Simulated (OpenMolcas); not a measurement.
How basis sets differ on C2H5GeN (SMILES C1=[N][GeH2][CH2]1)

C2H5GeN: 9 atoms, total charge 0, spin state singlet. SMILES: `C1=[N][GeH2][CH2]1`. Geometry: relaxed at PBE0-D4/def2-TZVP.

Each level gives the HOMO–LUMO gap (eV). The values are calculated.

| level | kind | program | value (eV) | CPU time |
| --- | --- | --- | --- | --- |
| HF/ANO-RCC-MB (DKH2) | Hartree–Fock | OpenMolcas | 15.36 | 5.5 s |
| HF/STO-3G | Hartree–Fock | OpenMolcas | 16.43 | 6.1 s |
| HF/3-21G | Hartree–Fock | OpenMolcas | 13.50 | 7.8 s |
| HF/ANO-RCC-VDZP (DKH2, RICD fitting) | Hartree–Fock | OpenMolcas | 12.61 | 6.1 s |
| HF/def2-SVP | Hartree–Fock | OpenMolcas | 13.73 | 16 s |

All-electron rows without a relativistic Hamiltonian named are non-relativistic. The values span 12.61 to 16.43 eV. A Hartree–Fock LUMO above zero doesn't converge with the basis: it sinks as sets grow more diffuse. Orbital gaps aren't excitation energies. CPU times are rough (shared hosts, several kinds of processor and program).
